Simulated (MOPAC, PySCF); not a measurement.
Complex: CH4O (SMILES CO) (first 6 atoms) with CH2O (SMILES C=O); geometry from B3LYP-D3(BJ)/def2-TZVP, rigid monomers moved along the line of their centres of mass till O2···C7 is 3.13 Å.
(charge 0, multiplicity 1):
| atom | x (Å) | y (Å) | z (Å) |
|---|---|---|---|
| C | 0.3107 | -0.5600 | 0.2502 |
| O | -0.3733 | 0.6218 | 0.6630 |
| H | 0.8571 | -0.4036 | -0.6845 |
| H | -0.4510 | -1.3199 | 0.0829 |
| H | 1.0027 | -0.9150 | 1.0196 |
| H | 0.2790 | 1.3190 | 0.7897 |
| C | -0.4385 | 0.2257 | 3.7654 |
| O | 0.7173 | 0.0288 | 4.0294 |
| H | -0.8908 | 1.2334 | 3.8145 |
| H | -1.1264 | -0.5902 | 3.4792 |

Counterpoise-corrected where a basis set is named; no monomer relaxation. Rows marked so take none.

Rows in 3-21G, 6-31G* carry no dispersion term and start afresh at each structure (6-31G* with six Cartesian d functions). The state that PM3, PM7 reach isn't checked; PM7 holds dispersion and hydrogen-bond terms.

Programs: MOPAC for PM3, PM7 (differences of heats of formation); PySCF for 3-21G rows, 6-31G* rows. Each number belongs to the level named beside it.

Problem. One of these levels gives -0.51 kcal/mol for the interaction energy. Which one is it?
(A) PM3
(B) HF/6-31G* (no counterpoise)
(C) PM7
(D) HF/3-21G (no counterpoise)

Solution. A, PM3. The others give -2.39 (PM7), -3.57 (HF/3-21G (no counterpoise)), -3.02 (HF/6-31G* (no counterpoise))
